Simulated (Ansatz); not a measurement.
**Energy profile**

The step: BHF₂ ([F][BH][F]) + HF + HF → BF₃ ([F][B]([F])[F]) + HF + H₂; bonds formed: B1–F6, H2–H7, H5–F8; bonds broken: B1–H2, H5–F6, H7–F8 (atoms numbered as in the saddle structure below).

B1  (-0.702, 0.020, -0.510)
H2  (-0.463, 0.769, 0.562)
F3  (-1.761, -0.748, -0.246)
F4  (-0.730, 0.823, -1.575)
H5  (1.202, -0.566, 0.250)
F6  (0.530, -0.885, -0.625)
H7  (0.467, 0.531, 0.978)
F8  (1.457, 0.058, 1.168)
(Å)

Electronic energies by CCSD(T) at an estimated basis limit (MP2 extrapolated from triple and quadruple zeta, plus CCSD(T) − MP2 in triple zeta), on PBE0-D4/def2-TZVP structures; BH₃F₄, closed shell; no counterpoise correction. Ansatz 0.2.0; basis: def2-TZVPP and def2-QZVPP; cores frozen in the correlated methods. Extrapolation: Hartree–Fock as exp(−7.88 √X), correlation as X^−2.97.

Question: Give the profile in eV, counted from the separated reactants. (Judge from chemistry; the value comes from the calculation.)

Answer: Computed:
```
                                                                                                           point      eV
   separated: BHF₂ (linked as [F][BH][F]; B1, H2, F3, F4; singlet) + HF (H5, F6; singlet) + HF (H7, F8; singlet)   0.000
                                                                                                 start structure  -0.307
                                                                                                          saddle   0.471
                                                                                                   end structure  -1.312
separated: BF₃ (linked as [F][B]([F])[F]; B1, F3, F4, F6; singlet) + H₂ (H2, H7; singlet) + HF (H5, F8; singlet)  -1.164
```

T1 diagnostic: at most 0.014.

For scale, one of the runs: CCSD(T)/def2-TZVPP, 197 basis functions, launched by `ansatz run in.yaml --threads 4 --pin off --events-out ev --progress --plain --max-ram 9574MiB`. Time: 84 s of wall clock on 4 CPU threads of an Arm Neoverse V1; the host was shared. Peak host memory: 2.8 GiB.
